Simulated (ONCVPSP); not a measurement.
Transferability test, ONCV potential for bismuth

ONCVPSP 4.0.1 input, shortened (lines: element, Z, core and valence counts, functional; n l f; lmax; l rc ep ncon nbas qcut; lloc lpopt rc5 dvloc0; l nproj debl; icmod fcfact rcfact), PBE, fully relativistic:

```
  Bi 83.00   10    5        4      upf
    1    0    2.00
    2    0    2.00
    2    1    6.00
    3    0    2.00
    3    1    6.00
    3    2   10.00
    4    0    2.00
    4    1    6.00
    4    2   10.00
    4    3   14.00
    5    0    2.00
    5    1    6.00
    5    2   10.00
    6    0    2.00
    6    1    3.00
    2
    0    1.55    0.00    4    9   10.00
    1    1.45    0.00    4    8   10.80
    2    1.70    0.00    4    8    8.10
    4    5    1.00    3.00
    0    2    2.80
    1    2    3.30
    2    2    1.40
    0    0.00    0.00
```

Open shells are filled in proportion to 2j + 1.

Energies are relative to the spin-unpolarised reference configuration 5s2 5p6 5d10 6s2 6p3; without spin polarisation the order of configurations can differ from experiment.

```csv
valence configuration,charge,ΔE all-electron (eV),error AE − PS (meV)
5s2 5p6 5d10 6s2 6p2,+1,8.060,+0.4
5s2 5p6 5d10 6s2 6p1,+2,23.485,+1.0
5s2 5p6 5d9 6s2 6p3,+1,33.179,-0.4
```

Question: What are ΔE and the potential's error for 5s2 5p6 5d10 6s2 6p0?

Answer: ΔE = 47.047 eV all-electron; the error (AE − PS) is +1.5 meV.

Levels in the configuration 5s2 5p6 5d10 6s2 6p2:

```
   level  all-electron (eV)  pseudo (eV)
5s j=1/2           -165.383     -165.389
5p j=3/2            -97.322      -97.323
5p j=1/2           -121.966     -121.968
5d j=5/2            -33.878      -33.877
5d j=3/2            -36.884      -36.883
6s j=1/2            -22.041      -22.041
6p j=3/2            -10.824      -10.824
6p j=1/2            -13.132      -13.131
```
